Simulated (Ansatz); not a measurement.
`C[O][SnH2][SH]` and `C[O][SnH2][Se]C` differ in one atom or group.

Ansatz, PBE0-D4/def2-TZVP geometries, multiplicity 1. Each molecule was computed in one conformer, which needn't be the lowest.

Elements past krypton have def2 core potentials. Scalar relativity is left out up to krypton. Spin–orbit coupling is left out; it splits and shifts lone-pair levels of the heavy atoms by tenths of an eV.

```json
{"property": "HOMO–LUMO gap (PBE0/def2-TZVPP) / eV", "`C[O][SnH2][SH]`": "6.97"}
{"property": "HOMO energy (PBE0/def2-TZVPP) / eV", "`C[O][SnH2][SH]`": "-7.56"}
{"property": "HOMO energy (B3LYP/def2-TZVPP) / eV", "`C[O][SnH2][SH]`": "-7.30"}
{"property": "HOMO–LUMO gap (ωB97M-V/def2-TZVPP) / eV", "`C[O][SnH2][SH]`": "10.96"}
{"property": "size of the dipole moment (ωB97M-V/def2-TZVPP) / D", "`C[O][SnH2][SH]`": "1.69"}
{"property": "LUMO energy (PBE0/def2-TZVPP) / eV", "`C[O][SnH2][SH]`": "-0.59"}
```

**Question.** What does the change do to each property? (Estimate.)

**Answer.** Computed: 
| property | `C[O][SnH2][Se]C` | shift |
| --- | --- | --- |
| HOMO–LUMO gap (PBE0/def2-TZVPP) / eV | 6.10 | -0.87 |
| HOMO energy (PBE0/def2-TZVPP) / eV | -6.73 | 0.83 |
| HOMO energy (B3LYP/def2-TZVPP) / eV | -6.50 | 0.80 |
| HOMO–LUMO gap (ωB97M-V/def2-TZVPP) / eV | 9.99 | -0.97 |
| size of the dipole moment (ωB97M-V/def2-TZVPP) / D | 2.02 | 0.33 |
| LUMO energy (PBE0/def2-TZVPP) / eV | -0.63 | -0.04 |

Dipoles are sizes alone; their direction can turn.

Positive LUMOs are unbound, so they and the gaps depend on the basis.

B3LYP here is the variant with VWN-RPA as its local correlation; programs differ in this.
